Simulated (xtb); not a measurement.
toluene (C7H8), singlet, at a GFN2-xTB geometry; GFN2-xTB (xtb).

Here is a job for xtb.
```
$ xtb mol.xyz --gfn 2 --grad --json

# file mol.xyz
15

C     -2.40086058    -0.09333299     0.00287654
C     -0.90310304    -0.03213082     0.01258411
C     -0.14905476    -1.18803972     0.17321116
C      1.23334540    -1.13853421     0.16179918
C      1.88389926     0.07115816    -0.01104130
C      1.14274994     1.22892996    -0.17247358
C     -0.23981835     1.17593459    -0.16064234
H     -2.83101932     0.85466805     0.31763844
H     -2.76119532    -0.88112676     0.66079913
H     -2.75785471    -0.30813533    -1.00516742
H     -0.65136123    -2.13561436     0.30967508
H      1.80490058    -2.04648913     0.29002448
H      2.96325332     0.11146465    -0.01822171
H      1.64310795     2.17721408    -0.30647275
H     -0.81277845     2.08410875    -0.28615803
```

Predict the main parts of the log of this xtb run.


```
   ID    Z sym.   atoms
    1    6 C      1-7
    2    1 H      8-15

           -------------------------------------------------
          |                Calculation Setup                |
           -------------------------------------------------

           -------------------------------------------------
          |                 G F N 2 - x T B                 |
           -------------------------------------------------

          ...................................................
          :                      SETUP                      :
          :.................................................:
          :  # basis functions                  36          :
          :  # atomic orbitals                  36          :
          :  # shells                           22          :
          :  # electrons                        36          :
          :  max. iterations                   250          :
          :  Hamiltonian                  GFN2-xTB          :
          :  restarted?                      false          :
          :  GBSA solvation                  false          :
          :  PC potential                    false          :
          :  electronic temp.          300.0000000     K    :
          :  accuracy                    1.0000000          :
          :  -> integral cutoff          0.2500000E+02      :
          :  -> integral neglect         0.1000000E-07      :
          :  -> SCF convergence          0.1000000E-05 Eh   :
          :  -> wf. convergence          0.1000000E-03 e    :
          :  Broyden damping             0.4000000          :
          :  net charge                          0          :
          :  unpaired electrons                  0          :
          ...................................................

 iter      E             dE          RMSdq      gap      omega  full diag
   1    -19.3958862 -0.193959E+02  0.425E+00    4.71       0.0  T
   2    -19.4142788 -0.183926E-01  0.253E+00    4.76       1.0  T
   3    -19.4131136  0.116518E-02  0.704E-01    4.64       1.0  T
   4    -19.4147984 -0.168484E-02  0.300E-01    4.73       1.0  T
   5    -19.4155840 -0.785574E-03  0.484E-02    4.72       1.0  T
   6    -19.4155877 -0.367294E-05  0.280E-02    4.71       1.0  T
   7    -19.4155896 -0.191069E-05  0.607E-03    4.71       4.3  T
   8    -19.4155898 -0.146689E-06  0.104E-03    4.71      24.7  T
   9    -19.4155898 -0.292681E-08  0.576E-04    4.71      44.8  T
  10    -19.4155898 -0.216484E-08  0.116E-04    4.71     222.1  T

   *** convergence criteria satisfied after 10 iterations ***

         :::::::::::::::::::::::::::::::::::::::::::::::::::::
         ::                     SUMMARY                     ::
         :::::::::::::::::::::::::::::::::::::::::::::::::::::
         :: total energy             -19.050406939024 Eh    ::
         :: gradient norm              0.000076556499 Eh/a0 ::
         :: HOMO-LUMO gap              4.710309552859 eV    ::
         ::.................................................::
         :: SCC energy               -19.415572126624 Eh    ::
         :: -> isotropic ES            0.001938084864 Eh    ::
         :: -> anisotropic ES          0.003605573788 Eh    ::
         :: -> anisotropic XC          0.013495692424 Eh    ::
         :: -> dispersion             -0.010571755063 Eh    ::
         :: repulsion energy           0.365165187600 Eh    ::
         :: add. restraining           0.000000000000 Eh    ::
         :: total charge              -0.000000000000 e     ::
         :::::::::::::::::::::::::::::::::::::::::::::::::::::

           -------------------------------------------------
          |                Property Printout                |
           -------------------------------------------------

    * Orbital Energies and Occupations

         #    Occupation            Energy/Eh            Energy/eV
      -------------------------------------------------------------
         1        2.0000           -0.6396702             -17.4063
       ...           ...                  ...                  ...
         6        2.0000           -0.5586562             -15.2018
         7        2.0000           -0.5223229             -14.2131
         8        2.0000           -0.4977530             -13.5445
         9        2.0000           -0.4929025             -13.4126
        10        2.0000           -0.4909037             -13.3582
        11        2.0000           -0.4726958             -12.8627
        12        2.0000           -0.4692286             -12.7684
        13        2.0000           -0.4594039             -12.5010
        14        2.0000           -0.4567872             -12.4298
        15        2.0000           -0.4203593             -11.4386
        16        2.0000           -0.4160210             -11.3205
        17        2.0000           -0.3983579             -10.8399
        18        2.0000           -0.3898782             -10.6091 (HOMO)
        19                         -0.2167775              -5.8988 (LUMO)
        20                         -0.2152636              -5.8576
        21                         -0.0869317              -2.3655
        22                          0.1090725               2.9680
        23                          0.1251790               3.4063
        24                          0.1570900               4.2746
        25                          0.1675050               4.5580
        26                          0.1819810               4.9520
        27                          0.1988681               5.4115
        28                          0.2069515               5.6314
        29                          0.2244098               6.1065
       ...                                ...                  ...
        36                          0.6696477              18.2220
      -------------------------------------------------------------
                  HL-Gap            0.1731007 Eh            4.7103 eV
             Fermi-level           -0.3033279 Eh           -8.2540 eV

     #   Z          covCN         q      C6AA      α(0)
     1   6 C        3.758    -0.109    22.629     6.782
     2   6 C        2.966     0.018    27.613     8.619
     3   6 C        2.926    -0.039    28.981     8.828
     4   6 C        2.919    -0.031    28.770     8.796
     5   6 C        2.920    -0.034    28.854     8.809
     6   6 C        2.919    -0.031    28.769     8.796
     7   6 C        2.925    -0.039    28.979     8.828
     8   1 H        0.925     0.041     2.430     2.438
     9   1 H        0.925     0.042     2.422     2.434
    10   1 H        0.924     0.046     2.368     2.406
    11   1 H        0.926     0.028     2.621     2.532
    12   1 H        0.926     0.027     2.626     2.534
    13   1 H        0.926     0.027     2.634     2.538
    14   1 H        0.926     0.027     2.626     2.534
    15   1 H        0.926     0.027     2.623     2.533

 Mol. C6AA /au·bohr⁶  :       2460.029024
 Mol. C8AA /au·bohr⁸  :      58809.438772
 Mol. α(0) /au        :         79.406151

Wiberg/Mayer (AO) data.
largest (>0.10) Wiberg bond orders for each atom

 ---------------------------------------------------------------------------
     #   Z sym  total        # sym  WBO       # sym  WBO       # sym  WBO
 ---------------------------------------------------------------------------
     1   6 C    3.997 --     2 C    1.025     8 H    0.983     9 H    0.981
                            10 H    0.968
     2   6 C    3.989 --     7 C    1.413     3 C    1.411     1 C    1.025
                             5 C    0.110
     3   6 C    3.992 --     4 C    1.447     2 C    1.411    11 H    0.970
                             6 C    0.111
     4   6 C    3.993 --     3 C    1.447     5 C    1.437    12 H    0.971
                             7 C    0.111
     5   6 C    3.993 --     6 C    1.439     4 C    1.437    13 H    0.972
                             2 C    0.110
     6   6 C    3.993 --     7 C    1.445     5 C    1.439    14 H    0.971
                             3 C    0.111
     7   6 C    3.992 --     6 C    1.445     2 C    1.413    15 H    0.970
                             4 C    0.111
     8   1 H    0.998 --     1 C    0.983
     9   1 H    0.998 --     1 C    0.981
    10   1 H    0.998 --     1 C    0.968
    11   1 H    0.999 --     3 C    0.970
    12   1 H    0.999 --     4 C    0.971
    13   1 H    0.999 --     5 C    0.972
    14   1 H    0.999 --     6 C    0.971
    15   1 H    0.999 --     7 C    0.970
 ---------------------------------------------------------------------------

Topologies differ in total number of bonds
Writing topology from bond orders to xtbtopo.mol

molecular dipole:
                 x           y           z       tot (Debye)
 q only:       -0.200      -0.012      -0.011
   full:       -0.209      -0.015      -0.020       0.536
molecular quadrupole (traceless):
                xx          xy          yy          xz          yz          zz
 q only:        1.391       0.079       0.062       0.079      -0.215      -1.454
  q+dip:        2.804       0.067       2.251       0.141      -1.047      -5.055
   full:        1.783       0.081       0.867       0.143      -0.501      -2.651

           -------------------------------------------------
          | TOTAL ENERGY              -19.050406939024 Eh   |
          | GRADIENT NORM               0.000076556499 Eh/α |
          | HOMO-LUMO GAP               4.710309552859 eV   |
           -------------------------------------------------

normal termination of xtb
```
